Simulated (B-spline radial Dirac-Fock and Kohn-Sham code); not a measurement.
**Elastic and transport cross sections of oxygen for electrons**

Method: relativistic (Dirac) partial waves in the static field of the Dirac-Fock atom with Furness-McCarthy exchange, without polarisation or absorption potentials. Computed with a radial finite-basis atomic code. Below a few hundred eV the neglected polarisation potential matters, most of all at small angles. σ_tr1 and σ_tr2 weight the cross section with 1 − P₁ and 1 − P₂ of cos θ; "backward" is the share scattered beyond 90°.

```csv
energy (eV),σ (a₀²),σ_tr1 (a₀²),σ_tr2 (a₀²),σ/σ_tr1,backward (%)
50,14.1,11.0,7.69,1.28,35
60.5,12.5,9.38,6.61,1.33,35
70.7,11.3,8.11,5.92,1.39,34
89.6,9.72,6.36,5.07,1.53,31
91.9,9.56,6.18,4.99,1.55,31
100,9.06,5.63,4.74,1.61,29
108,8.62,5.16,4.51,1.67,28
128,7.73,4.22,4.04,1.83,25
146,?,?,?,?,?
200,5.83,2.39,2.88,2.44,17
222,5.46,2.08,2.63,2.62,16
227,5.38,2.02,2.58,2.66,15
276,4.75,1.54,2.14,3.08,12
300,4.50,1.37,1.97,3.28,11
388,3.81,0.947,1.49,4.02,8.1
500,3.21,0.649,1.10,4.95,5.8
578,2.90,0.520,0.917,5.58,4.8
598,2.84,0.494,0.877,5.74,4.6
628,2.74,0.458,0.823,5.98,4.3
645,2.69,0.439,0.794,6.12,4.2
```

Problem. Fill in the row for 146 eV.

Solution. σ = 7.11 a₀², σ_tr1 = 3.59 a₀², σ_tr2 = 3.69 a₀², σ/σ_tr1 = 1.98, backward 23 %. The ratio σ/σ_tr1 is roughly the number of elastic collisions that randomise the direction.
